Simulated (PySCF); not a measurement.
Vertical excitations of a molecule C4H4ClF from TDDFT-M06-2X/def2-SVPD (PySCF 2.14.0), as energy in eV (oscillator strength): 6.41 (0.000), 6.79 (0.004), 6.99 (0.287), 7.36 (0.014), 7.62 (0.001), 7.88 (0.000), 8.01 (0.009), 8.17 (0.011), 8.43 (0.000), 8.61 (0.027). Lowest triplet (TDA): 4.60 eV. The structure is a stationary point at PBE0-D3(BJ)/def2-SVP. Other conformers were not sampled.

**Question.** Identify the compound among the candidates.
A) CC=C=C(F)Cl
B) F[C@@H]1CC=C1Cl
C) FC1=C(Cl)CC1
D) F/C=C\C=C/Cl

**Answer.** C, FC1=C(Cl)CC1
